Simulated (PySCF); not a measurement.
Structure with atom numbers: `[CH2:1]1[C@H:2]2[CH2:3][C@H:4]3[CH2:5][C@@H:6]1[CH2:7][C@@H:8]([CH2:9]2)[CH2:10]3`. Each H is labelled by its parent atom.

Theoretical values (PySCF 2.14.0 with density-fitted response routines): PBE0-D3(BJ)/def2-SVP structure, KT3/pcSseg-1 with gauge-including orbitals. Rapidly exchanging positions averaged, non-relativistic Hamiltonian, isolated molecule, single conformer.

δ = σ(ref) − σ, references computed at the same level: ¹³C, ¹H against TMS.

```json
{"atoms": "H(C2)/H(C4)/H(C6)/H(C8)", "nucleus": "¹H", "count": "4", "δ (ppm)": "1.66"}
{"atoms": "C1/C3/C5/C7/C9/C10", "nucleus": "¹³C", "count": "6", "δ (ppm)": "?"}
{"atoms": "H(C1)/H(C3)/H(C5)/H(C7)/H(C9)/H(C10)", "nucleus": "¹H", "count": "12", "δ (ppm)": "?"}
{"atoms": "C2/C4/C6/C8", "nucleus": "¹³C", "count": "4", "δ (ppm)": "34.0"}
```

Q: Fill in the missing shifts.

A: 
- C1/C3/C5/C7/C9/C10: 41.8 ppm, sp3 CH2 in a ring; aliphatic region, no heteroatom directly attached
- H(C1)/H(C3)/H(C5)/H(C7)/H(C9)/H(C10): 1.86 ppm, hydrogen on an sp3 CH2 in a ring; far from electronegative atoms and π systems

Shifts are as computed, not scaled to solution data. Of 1211 compounds with measured shifts, 218 miss one by over three times the rms of a fit or turn the order of signals round; such compounds aren't used in these exercises.
